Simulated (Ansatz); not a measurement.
CSe2, SMILES `[Se]=C=[Se]`, relaxed with RKS PBE-D4/def2-SVP in Ansatz 0.2.0 from a rough embedded geometry. The force threshold is 0.03 eV/Å; the program also tests the step.

Total charge 0; spin multiplicity 1.

Start:

```xyz
3

Se   -1.293   -0.955   -0.495
C     0.000    0.000    0.000
Se    1.293    0.955    0.495
```

| step | energy (eV) | largest force (eV/Å) | largest move (Å) |
| --- | --- | --- | --- |
| 1 | -131698.4747 | 0.845 | 0.000 |
| 2 | -131698.4998 | 0.265 | 0.017 |
| 3 | -131698.5027 | 0.010 | 0.008 |

End:

```xyz
3

Se   -1.312   -0.969   -0.503
C     0.000    0.000    0.000
Se    1.312    0.969    0.503
```

Run time 2.6 s (4 threads of an Intel Xeon Platinum 8488C on a shared host); peak host memory 0.16 GiB.
